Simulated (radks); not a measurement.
Results of a calculation; reference values are marked as such.
Task: Radial electron density D(r) = 4 pi r^2 rho(r) of an atom or ion with 50 electrons. Level of theory: Dirac Kohn-Sham, Slater X-alpha with alpha = 0.904, spin-unpolarised, spherical densities, finite nucleus; Fermi nuclear charge, rms radius of each element as measured or else 0.836 A^(1/3) + 0.57 fm (a radial shooting solver on a logarithmic mesh with Libxc functionals).

```
   r/bohr * D(r) (the largest magnitude, 86.2, reaches the edge; | marks zero)
 0.001115 |*
 0.001476 | *
 0.001968 |   *
 0.002604 |     *
 0.003473 |        *
 0.004595 |             *
  0.00608 |                  *
 0.008109 |                          *
  0.01073 |                                  *
  0.01431 |                                        *
  0.01894 |                                           *
  0.02526 |                                         *
  0.03342 |                                      *
  0.04457 |                                      *
  0.05897 |                                              *
  0.07865 |                                                      *
   0.1041 |                                                   *
   0.1388 |                                         *
   0.1837 |                                        *
    0.243 |                                              *
   0.3241 |                                    *
   0.4288 |                  *
   0.5719 |              *
   0.7567 |                *
    1.009 |          *
    1.335 |    *
    1.781 | *
    2.357 |*
    3.143 *
    4.159 *
    5.547 *
```

What is the nuclear charge?

Result: Z = 52. The innermost maximum, from 1s, lies near gamma/Z bohr with gamma = sqrt(1 - (Z/c)^2) = 0.925, here 0.0178 bohr (found: 0.0196), and its height grows with Z. The density is that of the tellurium ion Te2+ in [Kr] 4d10 5s2 5p2; the configuration itself is not fixed sharply by these data, and Z only to a few units. D(r) has 4 maxima, at r = 0.0196, 0.0859, 0.247, 0.716 bohr, and minima at 0.0383, 0.163, 0.524 bohr, inside which lie 2.04, 11.21, 29.00 electrons.
